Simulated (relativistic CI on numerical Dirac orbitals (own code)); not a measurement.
**Radial parameters of Xe²⁷⁺**

Computed by Dirac-Coulomb-Breit CI, separate exchange-only KLI orbitals for each configuration, QED by a radiative potential, unscaled Slater integrals (own radial code, finite nucleus).

Slater integrals F^k, G^k are unscaled and averaged over j, outside the closed core [Ne]; ζ comes from projecting the Hamiltonian with its Breit term on Σ l·s of the shell.

- 3s2.3p6.3d9: ζ(3d) = 43507 cm⁻¹; <r>(3d) = 0.2684, <r^2>(3d) = 0.08434 (bohr units).
- 3s2.3p5.3d10: ζ(3p) = 349860 cm⁻¹; <r>(3p) = 0.2949, <r^2>(3p) = 0.1006 (bohr units).
- 3s2.3p6.3d8.4s: F^2(3d,3d) = 380030, F^4(3d,3d) = 244260, ζ(3d) = 44496, G^2(3d,4s) = 38121 cm⁻¹; <r>(3d) = 0.2659, <r^2>(3d) = 0.08267, <r>(4s) = 0.606, <r^2>(4s) = 0.4123 (bohr units).

Q: Give the Racah parameters of the d shell in 3s2.3p6.3d8.4s.

A: B = F²/49 − 5F⁴/441 = 4986 cm⁻¹ and C = 35F⁴/441 = 19386 cm⁻¹.

Averages of the first 10 configurations, taken without configuration mixing, which lowers the lowest level and can move excited configurations by several eV; other configurations of the list can lie among them:

```
  Configuration  Parity  States  Average energy above the lowest level (eV)
    3s2.3p6.3d9    even      10                                         5.5
   3s2.3p5.3d10     odd       6                                       279.9
    3s.3p6.3d10    even       2                                       466.1
 3s2.3p6.3d8.4s    even      90                                       635.1
 3s2.3p6.3d8.4p     odd     270                                       701.7
 3s2.3p6.3d8.4d    even     450                                       796.2
3s2.3p4.3d10.4s    even      30                                      1178.1
 3s2.3p6.3d8.4f     odd     630                                       887.2
 3s2.3p5.3d9.4s     odd     120                                       904.0
3s2.3p4.3d10.4p     odd      90                                      1244.9
```
